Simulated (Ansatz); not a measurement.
thioethanol (C$_{2}$H$_{6}$S), singlet, geometry from GFN2-xTB; CCSD(T)/STO-3G in Ansatz (a first-principles code).

The Ansatz input:
Ansatz 0.2 input:
```yaml
crystal:
  periodic: [false, false, false]
  atoms:
    - {symbol: C, position_ang: [1.52061639, 0.69110205, -0.00537013]}
    - {symbol: C, position_ang: [0.01160357, 0.83116525, 0.00317706]}
    - {symbol: S, position_ang: [-0.76180616, -0.83788851, 0.00077464]}
    - {symbol: H, position_ang: [-2.02039087, -0.40414507, 0.00913826]}
    - {symbol: H, position_ang: [-0.33041049, 1.34965505, 0.89884698]}
    - {symbol: H, position_ang: [-0.33986788, 1.35660473, -0.88474809]}
    - {symbol: H, position_ang: [1.98452811, 1.67524859, -0.00399531]}
    - {symbol: H, position_ang: [1.85553895, 0.14418625, 0.87317856]}
    - {symbol: H, position_ang: [1.84618103, 0.15106283, -0.89165625]}
basis:
  gaussian:
    orbitals: STO-3G
magnetization: {spin_polarized: false}
correlation: {method: ccsd_t}
```

It wrote (shortened):

```
Functional definition: HF
318 factors; integrals over basis functions are off by at most 3.3e-5 eV
mean field evaluation 1: about -12828.2258 eV, gradient 1.6e1 eV
mean field evaluation 2: about -12828.3685 eV, gradient 1.6e1 eV
mean field evaluation 4: about -12829.4411 eV, gradient 9.2e-1 eV
mean field evaluation 8: about -12829.4441 eV, gradient 2.5e-6 eV
mean field evaluation 16: about -12829.4441 eV, gradient 5.1e-7 eV
mean field -12829.44413587 eV, -471.4733758835 hartree, gradient 5.1e-7 eV, S^2 0.000000; 0 other end points of the search recorded, 0 dependent functions left out
7 core orbitals not correlated
reference -12829.44413587 eV, -471.4733758835 hartree; 10, 10 occupied and 8, 8 virtual orbitals, 318 factors
second order -3.54016116 eV of doubles, -0.00000000 eV of singles
cycle   1  -4.35862610 eV  change   -8.2e-1 eV  update   6.5e-2
cycle   2  -4.75243844 eV  change   -3.9e-1 eV  update   2.5e-2
cycle   3  -4.77275130 eV  change   -2.0e-2 eV  update   4.2e-3
cycle   4  -4.77478355 eV  change   -2.0e-3 eV  update   1.1e-3
cycle   5  -4.77456417 eV  change    2.2e-4 eV  update   2.6e-4
cycle   6  -4.77450963 eV  change    5.5e-5 eV  update   5.7e-5
cycle   7  -4.77451543 eV  change   -5.8e-6 eV  update   1.8e-5
perturbative correction -0.02315203 eV, -0.0008508212 hartree
Total energy: -12834.24180332 eV, -471.6496869105 hartree
```
